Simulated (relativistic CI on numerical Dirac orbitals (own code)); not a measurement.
## Electric-dipole lines of Sb25+

Computed by Dirac-Coulomb-Breit CI, orbitals from a KLI potential per configuration, a model potential for QED, unscaled Slater integrals (own radial code, finite nucleus).

CI space (outside the closed core [Ne]): 3s2 3p6 3d8, 3s2 3p5 3d9, 3s2 3p4 3d10, 3s 3p6 3d9, 3p6 3d10, 3s 3p5 3d10, 3s2 3p6 3d7 4s, 3s2 3p6 3d7 4p, 3s2 3p6 3d7 4d, 3s2 3p4 3d9 4s, 3s2 3p6 3d7 4f, 3s2 3p5 3d8 4s, 3s2 3p4 3d9 4p, 3s2 3p6 3d6 4s2, 3s2 3p5 3d8 4p, 3s2 3p4 3d9 4d. Levels of other configurations are missing.

```csv
λ vac (Å),Lower,Upper,A (s⁻¹),log gf,S velocity/length
20.371,3s2 3p6 3d8 3F_4 [1],3s2 3p6 3d7 4p 3D°_3 [100],8.49e+11,-0.43,0.99
20.521,3s2 3p6 3d8 3P_2 [4],3s2 3p6 3d7 4p 3D°_3 [132],1.13e+12,-0.30,0.93
20.531,3s2 3p6 3d8 3F_4 [1],3s2 3p6 3d7 4p 3G°_5 [90],1.04e+12,-0.14,0.92
20.572,3s2 3p6 3d8 1G_4 [7],3s2 3p6 3d7 4p 1G°_4 [140],1.79e+12,0.01,0.92
20.596,3s2 3p6 3d8 3F_4 [1],3s2 3p6 3d7 4p 3F°_4 [87],1.55e+12,-0.05,0.95
44.497,3s2 3p6 3d8 1D_2 [8],3s2 3p5 3d9 1P°_1 [21],8.29e+11,-0.13,0.71
45.433,3s2 3p6 3d8 3F_3 [3],3s2 3p5 3d9 3D°_2 [19],3.20e+11,-0.31,0.69
45.596,3s2 3p6 3d8 1G_4 [7],3s2 3p5 3d9 1F°_3 [20],1.24e+12,0.43,0.67
46.283,3s2 3p6 3d8 3P_2 [4],3s2 3p5 3d9 3D°_2 [19],3.41e+11,-0.26,0.71
47.884,3s2 3p6 3d8 1D_2 [8],3s2 3p5 3d9 3F°_2 [18],4.18e+11,-0.14,0.75
50.361,3s2 3p6 3d8 3F_4 [1],3s2 3p5 3d9 3F°_3 [16],2.33e+11,-0.21,0.66
52.316,3s2 3p6 3d8 3F_3 [3],3s2 3p5 3d9 3F°_3 [16],1.97e+11,-0.25,0.69
53.055,3s2 3p5 3d9 3D°_3 [12],3s2 3p4 3d10 3P_2 [26],4.84e+11,0.01,0.86
53.114,3s2 3p6 3d8 3P_2 [4],3s2 3p5 3d9 3D°_1 [17],3.73e+11,-0.32,0.68
53.137,3s2 3p6 3d8 3F_4 [1],3s2 3p5 3d9 3D°_3 [12],5.49e+11,0.21,0.66
53.558,3s2 3p6 3d8 3F_3 [3],3s2 3p5 3d9 3D°_2 [14],4.58e+11,-0.01,0.66
53.640,3s2 3p5 3d9 1F°_3 [20],3s2 3p4 3d10 1D_2 [29],1.22e+12,0.42,0.83
54.622,3s2 3p6 3d8 1G_4 [7],3s2 3p5 3d9 3F°_3 [16],2.42e+11,-0.12,0.62
55.763,3s 3p6 3d9 3D_3 [22],3s 3p5 3d10 3P°_2 [162],5.65e+11,0.12,0.86
56.078,3s2 3p6 3d8 3F_4 [1],3s2 3p5 3d9 3F°_4 [10],2.08e+11,-0.06,0.68
56.146,3s2 3p5 3d9 3F°_3 [16],3s2 3p4 3d10 3P_2 [26],5.66e+11,0.13,0.83
56.203,3s2 3p6 3d8 1D_2 [2],3s2 3p5 3d9 1D°_2 [11],3.67e+11,-0.06,0.72
65.971,3s2 3p5 3d9 3F°_4 [10],3s 3p6 3d9 3D_3 [22],3.10e+11,0.15,0.83
136.79,3s2 3p6 3d7 4p 3G°_5 [70],3s2 3p6 3d7 4d 5G_6 [184],9.71e+10,0.55,1.00
157.94,3s2 3p6 3d7 4p 5G°_6 [82],3s2 3p6 3d7 4d 5H_7 [187],8.91e+10,0.70,0.99
195.31,3s2 3p6 3d7 4s 5F_5 [30],3s2 3p6 3d7 4p 5G°_6 [82],3.70e+10,0.44,1.14
196.25,3s2 3p6 3d7 4s 5F_4 [35],3s2 3p6 3d7 4p 5G°_5 [99],3.59e+10,0.36,1.13
197.63,3s2 3p6 3d7 4s 3G_5 [41],3s2 3p6 3d7 4p 3H°_6 [116],3.51e+10,0.43,1.19
199.67,3s2 3p6 3d7 4s 3H_6 [46],3s2 3p6 3d7 4p 3I°_7 [129],3.51e+10,0.50,1.25
200.13,3s2 3p6 3d7 4s 1H_5 [58],3s2 3p6 3d7 4p 3I°_6 [153],3.48e+10,0.43,1.23
```

Terms are leading LS components. Brackets give the number of a level in order of energy, since labels repeat. The list gives strong lines, with weight on those to low levels, among the lowest 200 of 1385 levels, so that lines to higher ones, which can be the strongest, are missing. Levels whose partners in the same complex of configurations lie outside the list can be far off, and so can their lines. Rates are taken at the computed energies, electric ones in the length gauge. A velocity-to-length ratio far from 1 marks an uncertain rate.

At this charge energies of transitions that change n are usually good to better than 1 %, and those within a shell (Δn = 0) to a few per cent. Terms inside the open d or f shell come out 10 to 20 % too wide with unscaled integrals.

LS names give the leading component of a level, which can be under half, so a name can repeat, a term be missing and a line seem to break the LS rules.
